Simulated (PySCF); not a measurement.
## As(OH)3, singlet: data card

Level of theory: PySCF, PBE0, basis As def2-SVP, O def2-SVP, H def2-SVP (no relativity, density fitting).

The structure is a higher-order saddle point with 3 imaginary modes.

* Point group: C3h
* Bond lengths: As–O 1.885 Å (×3), O–H 0.970 Å (×3)
* Bond angles: As–O–H 119.6° (×3), O–As–O 120.0° (×3)
* Principal polarisabilities: 25.8, 53.8, 53.8 bohr³
* Principal quadrupole moments (Buckingham, traceless) about the centre of mass: -0.79, 0.40, 0.40 D Å
* Highest occupied level: -5.65 eV
* Lowest empty level: -2.68 eV
* Zero-point energy (real modes): 92.6 kJ/mol
* Dipole moment: 0.00 D
* Atomisation energy without zero-point energy: 1988 kJ/mol
* Rotational constants: 0.1778, 0.1778, 0.08892 cm⁻¹

Harmonic modes (masses in u: As 74.922, O 15.995, H 1.008):
```json
{"symmetry": "a''", "ω (cm⁻¹)": "434i", "IR (km/mol, summed over degenerate members)": "–"}
{"symmetry": "e'", "ω (cm⁻¹)": "218i", "IR (km/mol, summed over degenerate members)": "–"}
{"symmetry": "a''", "ω (cm⁻¹)": "336", "IR (km/mol, summed over degenerate members)": "409"}
{"symmetry": "e''", "ω (cm⁻¹)": "383", "IR (km/mol, summed over degenerate members)": "0.0"}
{"symmetry": "e'", "ω (cm⁻¹)": "402", "IR (km/mol, summed over degenerate members)": "377"}
{"symmetry": "a'", "ω (cm⁻¹)": "490", "IR (km/mol, summed over degenerate members)": "0.0"}
{"symmetry": "e'", "ω (cm⁻¹)": "553", "IR (km/mol, summed over degenerate members)": "347"}
{"symmetry": "a'", "ω (cm⁻¹)": "564", "IR (km/mol, summed over degenerate members)": "0.0"}
{"symmetry": "e'", "ω (cm⁻¹)": "3806", "IR (km/mol, summed over degenerate members)": "233"}
{"symmetry": "a'", "ω (cm⁻¹)": "3807", "IR (km/mol, summed over degenerate members)": "0.0"}
```

In C3h the vibrations span 2a'' + 4e' + e'' + 3a'. The a', e'' modes carry no infrared intensity, as symmetry demands.

Charges (e):
```
  atom  Mulliken  Löwdin  polar tensor  Mayer order to As1
   As1      0.90    0.75          1.30                   –
O2,3,4     -0.48   -0.31         -0.71                0.93
H5,6,7      0.18    0.06          0.27                0.05
```
Other Mayer orders above 0.3: O–H 0.95 (×3).

Mulliken populations on As1: s 8.04, p 13.72, d 10.33.

Outer orbital energies (eV). occupied: -13.96, -10.94, -9.99, -9.99, -9.99, -8.63, -8.63, -5.65; empty: -2.68, 0.75, 0.75, 2.39.

Other isomers or separated fragments may lie lower. At this level a singlet minimum of C1 symmetry lies 336 kJ/mol below this structure.

The final relaxation and frequency run took about 100 core-seconds on a shared host.
